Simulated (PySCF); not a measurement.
A geometry optimisation on Mo(NMe2)F5, `C[N](C)[Mo]([F])([F])([F])([F])[F]`.

Computed with PBE0-D3(BJ)/def2-SVP geometry optimisation, gas phase, def2 core potentials past Kr (PySCF 2.14.0). Start geometry: GFN2-xTB. A driver script takes a list of jobs; this job's settings line and coordinates (Å) are shown.

Input:
```
{"job": {"xc": "PBE0", "basis": "def2-SVP", "d3": "d3bj", "grid": 1, "maxiter": 30, "shake": 0.03, "kind": "geom"}, "charge": 0, "multiplicity": 1}
Mo     0.058000    -0.065210    -1.502010
N     -0.015890    -0.016210     0.338910
C      0.764830     0.843690     1.155250
C     -0.720000    -0.861070     1.162000
H      0.185930     1.446420     1.799480
H      1.425610     1.516970     0.543940
H      1.509790     0.235610     1.813450
H     -1.391120    -1.491290     0.520850
H     -0.190990    -1.479550     1.865650
H     -1.477580    -0.275050     1.848720
F     -0.034490     0.014960    -3.302950
F      1.778850     0.063760    -1.536050
F     -1.852900    -0.008410    -1.580050
F     -0.041640     1.783560    -1.521140
F     -0.031160    -1.784310    -1.562050
```

Give the output.

```
step   0  E = -701.00739037  max force = 0.115946
step   1  E = -701.04649185  max force = 0.031632
step   2  E = -701.04851338  max force = 0.013505
step   3  E = -701.05221411  max force = 0.007491
step   4  E = -701.05173542  max force = 0.006644
step   5  E = -701.05321979  max force = 0.005991
step   6  E = -701.05248949  max force = 0.007027
step   7  E = -701.05342867  max force = 0.002517
step   8  E = -701.05352095  max force = 0.000600
step   9  E = -701.05354834  max force = 0.000723
step  10  E = -701.05356822  max force = 0.000842
step  11  E = -701.05357450  max force = 0.000634
step  12  E = -701.05357968  max force = 0.000248
optimisation converged
```

Energies in Eh; «max force» is the largest Cartesian gradient component in Eh/bohr.

At which steps does the energy rise by more than 1e-5 Eh?

At steps 4 (+0.48 mEh) and 6 (+0.73 mEh).

Give the first gradient maximum in eV/Å.

With 1 Eh/bohr = 51.422 eV/Å, 5.962 eV/Å.

In short: final energy -701.05358 Eh after 12 steps; dipole 6.13 D.

Where do the atoms end?

0.074 Å rms from the input after alignment:
```
atom  x, y, z in Å
Mo1   -0.0022    0.0060   -1.5202
N2    -0.0065   -0.0033    0.3949
C3     0.8213    0.8810    1.1800
C4    -0.8277   -0.9033    1.1678
H5     0.1892    1.4836    1.8549
H6     1.3989    1.5551    0.5374
H7     1.5201    0.2889    1.7966
H8    -1.4413   -1.5352    0.5158
H9    -0.1872   -1.5498    1.7928
H10   -1.4912   -0.3255    1.8345
F11   -0.0048    0.0064   -3.3772
F12    1.8399    0.0619   -1.5391
F13   -1.8444   -0.0534   -1.5425
F14    0.0237    1.8469   -1.5204
F15   -0.0205   -1.8353   -1.5314
```

On one thread, Arm Neoverse N1 (aarch64), no GPU, shared host with 64 logical CPUs at a one-minute load of 62, this took 7.7 min and 0.74 GiB of memory at its peak.
Labels such as C1 count atoms from 1, the log's own numbers from 0.
